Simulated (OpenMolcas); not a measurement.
# Si2H4F2: a line through the functionals

Si2H4F2 has 8 atoms, charge 0, and is taken as a singlet. SMILES: `F[SiH](F)[SiH3]`. The coordinates come from a PBE0-D4/def2-TZVP relaxation.

The dipole moment y, in D, basis cc-pVDZ; a is the functional's share of exact exchange. Programs: OpenMolcas 26.06.

| functional | program | a | y (D) |
| --- | --- | --- | --- |
| revPBE | OpenMolcas | 0 | 1.43 |
| TPSS | OpenMolcas | 0 | 1.46 |
| B3LYP | OpenMolcas | 0.2 | ? |
| PBE0 | OpenMolcas | 0.25 | 1.68 |
| BHLYP | OpenMolcas | 0.5 | 1.85 |

Fit y = c + s·a to the known rows and predict B3LYP.


1. Means of the 4 rows: a = 0.1875, y = 1.605.
2. Σ(Δa)² = 0.17188, Σ(Δa·Δy) = 0.14125, so the slope is 0.14125/0.17188 = 0.82179.
3. Intercept: 1.605 − (0.82179) × 0.1875 = 1.451. The largest residual of the fit is 0.024.
4. B3LYP: 1.451 + (0.82179) × 0.2 = 1.62 D.

The run gave 1.64 D, so the prediction is off by -0.02 D, within the largest residual. More exact exchange makes the molecule more polar here. The rows mix families of semi-local functionals, which the line can't see.
